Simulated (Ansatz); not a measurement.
Compare A (`B[SiH](O)F`) with its isomer B (`BO[SiH2]F`).

Isolated molecules relaxed with PBE0-D4/def2-TZVP in Ansatz; ΔE leaves out vibrations. CBS: MP2 limit from def2 TZ/QZ plus the TZ coupled-cluster correction, frozen cores. DFT in def2-TZVPP. B3LYP here is the variant with VWN-RPA as its local correlation; programs differ in this. Each species was taken in one conformer, which may not be the lowest.

Problem. Which isomer does CCSD(T)/CBS put lower? Give the gap. (Best estimate.)

Solution. Ansatz gave: B, by 165.5 kJ/mol.

Problem. Give E(B) − E(A) in kJ/mol with HF/def2-TZVPP, CCSD(T)/def2-TZVPP, ωB97M-V, B3LYP-D4, B2PLYP, BLYP-D4, LDA (SPW92). (An estimate is asked.)

Solution. The calculation gave: HF/def2-TZVPP -177.8, CCSD(T)/def2-TZVPP -166.9, ωB97M-V -168.4, B3LYP-D4 -168.1, B2PLYP -171.1, BLYP-D4 -165.2, LDA (SPW92) -163.5. None reverses the order clearly.

Problem. Does the order hold for the free energy at 298.15 K (harmonic terms from PBE0-D4)? (Estimate.)

Solution. Computed: Yes: G(B) − G(A) = -164.7 kJ/mol, for one conformer each. Modes under 60 cm⁻¹, often nearly free rotors, make the harmonic entropy too high.

Largest T1 diagnostic: 0.013.

Leaving LDA and LC-ωPBE aside and taking each functional with its dispersion term where it has one, the values, not all of them listed here, spread over 21.0 kJ/mol, from BHLYP-D4 to revPBE-D4. LDA lies −8.9 kJ/mol from PBE without D4. From PBE to PBE0 (25 % exact exchange), in def2-TZVPP and without D4, E(B) − E(A) moves by −3.7 kJ/mol.
